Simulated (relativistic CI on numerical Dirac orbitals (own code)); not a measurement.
Computed by Dirac-Coulomb-Breit CI, separate exchange-only KLI orbitals for each configuration, a model potential for QED, unscaled Slater integrals (own radial code, finite nucleus).

The strongest absorption lines from the ground level of an ion, among the configurations computed and to levels below about 1380 eV (vacuum wavelength in Å, gf): 19.348 (0.019), 19.480 (0.024), 21.208 (0.0056), 23.351 (1.6), 23.959 (0.016), 23.978 (1.7), 25.042 (0.011), 25.952 (0.44).

Question: Which ion is it?
A. Tl⁵⁷⁺
B. Rn⁶²⁺
C. Lu⁴⁷⁺
D. Tl⁵⁹⁺

Answer: A. Tl⁵⁷⁺ has 24 electrons and the ground level 3s2 3p6 3d6 3F_4; the strongest line goes to 3s2 3p5 3d7 3F°_4. The pattern of lines fixes the number of electrons, and along that sequence the line energies rise steadily with the charge (about as its square where n changes within one kind of shell, about linearly where n is kept but much faster in heavy ions where fine structure, which grows about as Z⁴, sets the gap, and irregularly where shells cross), which fixes Z. Configurations outside the model, such as inner-shell arrays, can give stronger lines. At this charge energies of transitions that change n are usually good to better than 1 %, and those within a shell (Δn = 0) to a few per cent.

LS names give the leading component of a level, which can be under half, so a name can repeat, a term be missing and a line seem to break the LS rules.
